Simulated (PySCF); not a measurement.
Si(F)(Cl)(Me)(OH) (CH₄ClFOSi), SMILES C[Si](O)(F)Cl.

The structure is a stationary point at B3LYP-D3(BJ)/def2-SVP. The structure was generated by enumeration, and PubChem lists no compound with its InChIKey, so it may never have been made. Other conformers were not sampled.

The numbers are results of TDA-PBE0/def2-SVPD run with PySCF 2.14.0, not measurements.

Vertical excitations. The molecule is in vacuum.

```tsv
state	energy (eV)	λ (nm)	f	main pairs
S1	8.13	152	0.038	HOMO→LUMO 77 %, HOMO−1→LUMO 17 %
S2	8.28	150	0.088	HOMO−1→LUMO 78 %, HOMO→LUMO 17 %
S3	8.83	140	0.071	HOMO−2→LUMO 38 %, HOMO−3→LUMO 25 %, HOMO→LUMO+1 17 %, HOMO−1→LUMO+1 8 %
S4	8.99	138	0.016	HOMO−2→LUMO 40 %, HOMO→LUMO+1 34 %, HOMO→LUMO+2 12 %, HOMO−3→LUMO 6 %
S5	9.09	136	0.005	HOMO−1→LUMO+1 39 %, HOMO−3→LUMO 34 %, HOMO−1→LUMO+2 11 %, HOMO→LUMO+1 6 %
S6	9.13	136	0.116	HOMO−1→LUMO+1 33 %, HOMO−3→LUMO 24 %, HOMO→LUMO+1 15 %, HOMO−2→LUMO 14 %
S7	9.42	132	0.015	HOMO→LUMO+2 32 %, HOMO−1→LUMO+2 23 %, HOMO→LUMO+3 10 %, HOMO−1→LUMO+3 9 %
S8	9.48	131	0.004	HOMO−1→LUMO+2 35 %, HOMO→LUMO+2 30 %, HOMO→LUMO+1 9 %, HOMO−1→LUMO+1 7 %
S9	9.53	130	0.004	HOMO→LUMO+3 77 %
S10	9.67	128	0.009	HOMO−4→LUMO 42 %, HOMO−2→LUMO+1 27 %, HOMO−1→LUMO+2 10 %, HOMO−1→LUMO+3 7 %
T1	7.81	159	0	HOMO→LUMO 74 %
T2	7.97	156	0	HOMO−1→LUMO 71 %
T3	8.32	149	0	HOMO→LUMO+1 26 %, HOMO−3→LUMO 25 %, HOMO−2→LUMO 20 %, HOMO→LUMO+2 9 %
T4	8.61	144	0	HOMO→LUMO+1 25 %, HOMO−1→LUMO+1 22 %, HOMO−3→LUMO 9 %, HOMO−1→LUMO+2 9 %
```
Triplets are in the Tamm–Dancoff approximation.
